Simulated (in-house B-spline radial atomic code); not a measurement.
The numbers below are computed, except where a source is named.
Stopping and range of 1 keV W in Si

The pair potential comes from two frozen, spherical free-atom densities (PBE, B-spline radial code, scalar-relativistic past argon): electrostatics plus the change in Thomas-Fermi kinetic and Dirac exchange energy where they overlap, the recipe behind the universal ZBL potential, which averages such potentials (from solid-state densities) over many pairs. It is written V = (Z1 Z2 e²/r) φ(r/a), with e² = 14.3996 eV·Å and a = 0.46850 Å/(Z1^0.23 + Z2^0.23); ZBL's fit is φ = 0.18175 e^(−3.1998x) + 0.50986 e^(−0.94229x) + 0.28022 e^(−0.4029x) + 0.02817 e^(−0.20162x). Where φ falls below 4e-4 it is continued as an exponential.

The target is taken as amorphous, with density 2.329 g/cm³ (NSM archive of the Ioffe Institute); channelling is ignored. Masses: W 183.84, Si 28.09 u. Nuclear stopping is S_n = 4π a Z1 Z2 e² M1/(M1 + M2) × s_n(ε), with s_n integrated over impact parameters for each pair. Electronic stopping is Lindhard and Scharff's S_e = Z1^(1/6) 8π e² a0 Z1 Z2/(Z1^(2/3) + Z2^(2/3))^(3/2) × v/v0, with a0 = 0.529177 Å and v = v0 at 24.801 keV/u; it misses the oscillations with Z1 seen in experiment, which reach tens of per cent. Compounds add by atom fraction.

```json
{"target atom": "Si", "a (Å)": "0.10351", "ε at this energy": "0.0009197", "s_n, this pair": "0.05408", "s_n, ZBL potential": "0.05308"}
```

Problem. What are the atom density and the stopping powers at entry?

Solution. N = 2.329 × 0.602214/28.09 = 0.04993 atoms/Å³. For Si: S_n = 16830 × 0.05408 = 910.4 eV·Å², S_e = 1.6782 × √1000 = 53.07 eV·Å². Averaged over the target's atoms and times N × 10 Å/nm, the ion loses N S_n = 455 eV/nm to recoils and N S_e = 26.5 eV/nm to electrons; the nuclear share is 94 %.

Along the track:

| E (keV) | N S_n (eV/nm) | N S_e (eV/nm) |
| --- | --- | --- |
| 0.05 | 76.6 | 5.93 |
| 0.15 | 156 | 10.3 |
| 0.3 | 237 | 14.5 |
| 0.5 | 316 | 18.7 |
| 0.75 | 392 | 22.9 |
| 1 | 455 | 26.5 |

Problem. Estimate the path length and the projected range.

Solution. With continuous slowing down the path is the integral of dE/(N (S_n + S_e)). Trapezoids over the table give 3.59 nm, and the stretch below the first row, with stopping taken as √E, adds 2E/(N S) = 1.2 nm: 4.8 nm in all, against 4.39 nm on a fine grid from 5 eV, a cut that itself drops some per cent of so short a path. Deflections shorten the depth: to first order in the energy passed on, N (S_n + S_e) dR_p/dE = 1 − N S_n (M2/M1) R_p/(2E), summed over the target's atoms, and integrating this on the fine grid gives R_p = 3.88 nm, 0.88 of the path. Lindhard's rule of thumb R/(1 + M2/3M1), with mean M2/M1 = 0.15, gives 4.18 nm. On the ZBL potential the same equation gives 3.99 nm, and the full integral equation, which keeps hard collisions, 3.99 nm.
